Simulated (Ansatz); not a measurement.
Molecule: sum formula Si2N2H7, charge 0, multiplicity 2. It need not be the lowest isomer of its formula. 
Geometry from a B3LYP-D3(BJ)/def2-TZVP (Ansatz, an electronic-structure program) optimisation:
```
N
H 1 1.0130
Si 1 1.7334 2 113.85
N 3 1.7180 1 107.03 2 48.07
H 4 1.0058 3 122.54 1 -157.36
H 4 1.0092 5 112.82 3 165.85
Si 1 1.7337 2 115.41 3 -171.12
H 7 1.4778 1 107.92 2 -170.43
H 7 1.4839 8 109.97 1 -119.84
H 7 1.4847 8 108.86 9 -117.26
H 3 1.4981 4 116.44 5 86.59
```
Charge 0, spin multiplicity 2.

Atomisation energy built up term by term with Ansatz (kcal/mol; UHF references for open shells; valence terms freeze the core; atomic spin-orbit terms are left out). CBS(X,Y): correlation extrapolated as X^-3; Hartree-Fock from the larger set.

| term | basis | kcal/mol |
|---|---|---|
| Hartree-Fock | cc-pV(Q+d)Z | ___ |
| CCSD correlation | CBS(cc-pV(T+d)Z,cc-pV(Q+d)Z) | ___ |
| (T) | CBS(cc-pV(T+d)Z,cc-pV(Q+d)Z) | 12.07 |
| core correlation | cc-pwCVTZ | 1.08 |
| scalar relativity (X2C) | cc-pVTZ-DK against cc-pVTZ | -1.95 |
| sum: De |  | ___ |

**Question.** Fill in the missing entries.

**Answer.** 
- Hartree-Fock, kcal/mol: 599.25
- CCSD correlation, kcal/mol: 231.83
- sum: De, kcal/mol: 842.3
